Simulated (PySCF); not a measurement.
C4H8OS, SMILES C[C@@H]1S[C@H](O1)C.

Geometry optimised at B3LYP-D3(BJ)/def2-SVP. The structure was generated by enumeration; whether it is a known compound was not checked.

Computed with B3LYP-D3(BJ)/def2-SVP (PySCF).

Frequencies are harmonic and unscaled.

| mode | ν (cm⁻¹) | IR (km/mol) | moving atoms (share of kinetic energy) |
|---|---|---|---|
| 1 | 66 | 3.1 | C 40 %, O 30 %, H 24 % |
| 2 | 229 | 1.9 | H 59 %, C 29 %, S 9 % |
| 3 | 258 | 0.1 | H 91 % |
| 4 | 265 | 0.2 | H 76 %, C 17 % |
| 5 | 334 | 0.6 | S 36 %, C 28 %, H 25 %, O 10 % |
| 6 | 365 | 0.0 | C 71 %, H 28 % |
| 7 | 502 | 11.7 | C 34 %, O 34 %, H 28 % |
| 8 | 567 | 2.7 | S 49 %, C 23 %, O 20 % |
| 9 | 647 | 9.8 | C 58 %, H 21 %, S 20 % |
| 10 | 714 | 5.5 | C 61 %, H 30 % |
| 11 | 881 | 19.1 | O 41 %, H 36 %, C 23 % |
| 12 | 928 | 2.3 | H 42 %, C 38 %, O 20 % |
| 13 | 1001 | 16.3 | H 76 %, C 21 % |
| 14 | 1014 | 4.2 | H 78 %, C 22 % |
| 15 | 1106 | 27.6 | C 53 %, H 32 %, O 14 % |
| 16 | 1107 | 14.5 | H 47 %, C 43 %, O 9 % |
| 17 | 1123 | 2.0 | C 68 %, H 32 % |
| 18 | 1134 | 83.9 | C 64 %, H 25 %, O 11 % |
| 19 | 1216 | 83.7 | H 69 %, C 19 %, O 12 % |
| 20 | 1270 | 36.8 | H 65 %, C 32 % |
| 21 | 1349 | 33.8 | H 83 %, C 15 % |
| 22 | 1378 | 0.0 | H 80 %, C 20 % |
| 23 | 1393 | 38.4 | H 73 %, C 27 % |
| 24 | 1399 | 0.1 | H 70 %, C 30 % |
| 25 | 1450 | 9.9 | H 96 % |
| 26 | 1452 | 0.3 | H 95 % |
| 27 | 1456 | 1.4 | H 96 % |
| 28 | 1459 | 3.7 | H 95 % |
| 29 | 3027 | 0.7 | H 96 % |
| 30 | 3028 | 32.5 | H 95 % |
| 31 | 3032 | 76.1 | H 94 % |
| 32 | 3035 | 3.7 | H 93 % |
| 33 | 3114 | 21.9 | H 91 %, C 9 % |
| 34 | 3114 | 0.3 | H 91 %, C 9 % |
| 35 | 3138 | 28.0 | H 90 %, C 10 % |
| 36 | 3138 | 0.1 | H 90 %, C 10 % |
